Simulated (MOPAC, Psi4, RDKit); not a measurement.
Conformational energy of SMILES C(=Cc1ccco1)c1ccccc1 (C12H10O). Scanned: dihedral C1–C2–C3–O7; all other coordinates were relaxed at GFN2-xTB. Points at φ and −φ are mirror images. Heavy atoms are numbered in the order of the SMILES C(=Cc1ccco1)c1ccccc1, hydrogens after them in the order of the atoms that carry them; the mirror image has the same energies with the sign of each dihedral reversed.

Computed with: UFF // GFN2-xTB (RDKit); PM6, restricted, heats of formation // GFN2-xTB (MOPAC); PM3, restricted, heats of formation // GFN2-xTB (MOPAC); PBE-D3(BJ)/def2-SVP // GFN2-xTB (Psi4).

Energies relative to the lowest point of each profile, in kJ/mol; the last columns give the difference from PBE-D3(BJ):

| φ / ° | UFF | PM6 | PM3 | PBE-D3(BJ)/def2-SVP | UFF − PBE-D3(BJ)/def2-SVP | PM6 − PBE-D3(BJ)/def2-SVP | PM3 − PBE-D3(BJ)/def2-SVP |
|---|---|---|---|---|---|---|---|
| -165 | 8.9 | 0.7 | 0.7 | 6.3 | 2.6 | -5.6 | -5.6 |
| -150 | 11.3 | 2.7 | 2.9 | 10.8 | 0.5 | -8.1 | -7.8 |
| -135 | 16.8 | 5.7 | 6.4 | 18.0 | -1.2 | -12.3 | -11.6 |
| -120 | 25.0 | 8.6 | 9.9 | 27.1 | -2.1 | -18.5 | -17.2 |
| -105 | 33.5 | 10.3 | 11.8 | 36.0 | -2.6 | -25.7 | -24.3 |
| -90 | 37.2 | 10.3 | 11.8 | 41.2 | -4.0 | -30.9 | -29.4 |
| -75 | 32.1 | 9.7 | 11.1 | 39.1 | -7.1 | -29.4 | -28.0 |
| -60 | 23.0 | 8.3 | 9.7 | 30.6 | -7.6 | -22.3 | -20.9 |
| -45 | 13.9 | 6.0 | 7.3 | 19.4 | -5.5 | -13.4 | -12.1 |
| -30 | 6.4 | 3.5 | 4.9 | 9.2 | -2.8 | -5.7 | -4.3 |
| -15 | 1.6 | 1.7 | 3.3 | 2.4 | -0.7 | -0.6 | 0.9 |
| 0 | 0.0 | 1.1 | 2.7 | 0.0 | 0.0 | 1.1 | 2.7 |
| 15 | 1.6 | 1.7 | 3.3 | 2.4 | -0.7 | -0.6 | 0.9 |
| 30 | 6.4 | 3.5 | 4.9 | 9.2 | -2.8 | -5.7 | -4.3 |
| 45 | 13.9 | 6.0 | 7.3 | 19.4 | -5.5 | -13.4 | -12.1 |
| 60 | 23.0 | 8.3 | 9.7 | 30.6 | -7.6 | -22.3 | -20.9 |
| 75 | 32.1 | 9.7 | 11.1 | 39.1 | -7.1 | -29.4 | -28.0 |
| 90 | 37.2 | 10.3 | 11.8 | 41.2 | -4.0 | -30.9 | -29.4 |
| 105 | 33.5 | 10.3 | 11.8 | 36.0 | -2.6 | -25.7 | -24.3 |
| 120 | 25.0 | 8.6 | 9.9 | 27.1 | -2.1 | -18.5 | -17.2 |
| 135 | 16.8 | 5.7 | 6.4 | 18.0 | -1.2 | -12.3 | -11.6 |
| 150 | 11.3 | 2.7 | 2.9 | 10.8 | 0.5 | -8.1 | -7.8 |
| 165 | 8.9 | 0.7 | 0.7 | 6.3 | 2.6 | -5.6 | -5.6 |
| 180 | 8.6 | 0.0 | 0.0 | 4.8 | 3.8 | -4.8 | -4.8 |

UFF is furthest from PBE-D3(BJ)/def2-SVP at -60 (-7.6 kJ/mol, below); its mean absolute difference over the points is 3.2 kJ/mol.

PM6 is furthest from PBE-D3(BJ)/def2-SVP at -90 (-30.9 kJ/mol, below); its mean absolute difference over the points is 14.6 kJ/mol.

PM3 is furthest from PBE-D3(BJ)/def2-SVP at -90 (-29.4 kJ/mol, below); its mean absolute difference over the points is 13.8 kJ/mol.
